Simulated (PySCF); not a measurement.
Job file and geometry (Å, from GFN2-xTB) of an NMR shielding run on SMILES C=CB1OBSBO1, C2H5B3O2S, GIAO PBE0/pcSseg-1 NMR shielding, non-relativistic, gas phase (PySCF); density fitting, a coarse starting grid and PySCF grid level 2 are the driver's defaults:

```
$ OMP_NUM_THREADS=1 python probes_run.py task.json out

{"job": {"kind": "nmr", "xc": "PBE0", "basis": "pcSseg-1"}, "charge": 0, "multiplicity": 1}
C      2.595303     0.001200     0.357851
C      1.643365    -0.370126    -0.492831
B      0.118873    -0.134856    -0.247085
O     -0.794928    -0.549624    -1.175597
B     -2.124074    -0.442114    -1.149106
S     -2.988551     0.336187     0.239145
B     -1.561935     0.767402     1.269010
O     -0.315094     0.484022     0.892305
H      2.347632     0.495375     1.283248
H      3.643383    -0.170787     0.169664
H      1.932748    -0.865037    -1.412019
H     -2.753897    -0.859319    -2.042018
H     -1.747214     1.308162     2.289706
```

Question: Write the output of this run.

Answer: 
```
coarse grid: 12328 points
cycle   1  E = -701.9011197368  dE =  1.303e+00  |g| = 8.137e-01  |ddm| = 3.319e+00
cycle   2  E = -701.7587920213  dE =  1.423e-01  |g| = 1.206e+00  |ddm| = 1.241e+00
cycle   3  E = -702.0180201496  dE = -2.592e-01  |g| = 1.172e-01  |ddm| = 8.492e-01
cycle   4  E = -702.0211720265  dE = -3.152e-03  |g| = 3.931e-02  |ddm| = 1.436e-01
cycle   5  E = -702.0215374558  dE = -3.654e-04  |g| = 1.326e-02  |ddm| = 4.232e-02
cycle   6  E = -702.0215796659  dE = -4.221e-05  |g| = 4.175e-03  |ddm| = 1.208e-02
cycle   7  E = -702.0215838063  dE = -4.140e-06  |g| = 9.181e-04  |ddm| = 3.429e-03
final grid: 117064 points
cycle   8  E = -702.0883054150  dE = -5.118e-05  |g| = 1.064e-02  |ddm| = 2.692e-02
cycle   9  E = -702.0882914386  dE =  1.398e-05  |g| = 1.407e-02  |ddm| = 1.559e-02
cycle  10  E = -702.0883283588  dE = -3.692e-05  |g| = 1.351e-03  |ddm| = 8.637e-03
cycle  11  E = -702.0883287574  dE = -3.986e-07  |g| = 2.595e-04  |ddm| = 1.451e-03
cycle  12  E = -702.0883287737  dE = -1.630e-08  |g| = 6.441e-05  |ddm| = 3.179e-04
cycle  13  E = -702.0883287744  dE = -6.985e-10  |g| = 3.899e-05  |ddm| = 7.680e-05
cycle  14  E = -702.0883287748  dE = -3.959e-10  |g| = 7.356e-06  |ddm| = 3.453e-05
converged SCF energy = -702.0883287748

GIAO shielding tensors (ppm)
atom      isotropic    diamagn.    paramagn.     s11        s22        s33       span
  0 C       33.425     254.753    -221.328   -102.312     31.807    170.781    273.094
  1 C       47.815     258.376    -210.561    -68.166     41.310    170.301    238.466
  2 B       77.161     196.461    -119.300     55.366     82.853     93.263     37.897
  3 O      104.505     395.039    -290.534    -53.939    -14.031    381.486    435.425
  4 B       55.905     193.832    -137.927      7.376     56.752    103.586     96.210
  5 S      471.735    1059.830    -588.096     98.234    545.264    771.706    673.472
  6 B       56.214     194.459    -138.245      8.037     57.341    103.264     95.227
  7 O      113.236     396.171    -282.934    -51.766     -5.449    396.925    448.691
  8 H       24.565      32.056      -7.492     20.748     23.927     29.019      8.271
  9 H       24.800      28.139      -3.339     21.534     24.704     28.161      6.627
 10 H       25.225      30.964      -5.738     23.130     24.290     28.257      5.127
 11 H       25.705      28.591      -2.887     22.880     24.512     29.723      6.843
 12 H       25.706      29.251      -3.545     22.775     24.655     29.687      6.912
```

Size and cost of the density-fitted run: 168 basis functions, 46 s wall time on 1 thread of an Arm Neoverse N1, shared host; peak memory 0.75 GiB.
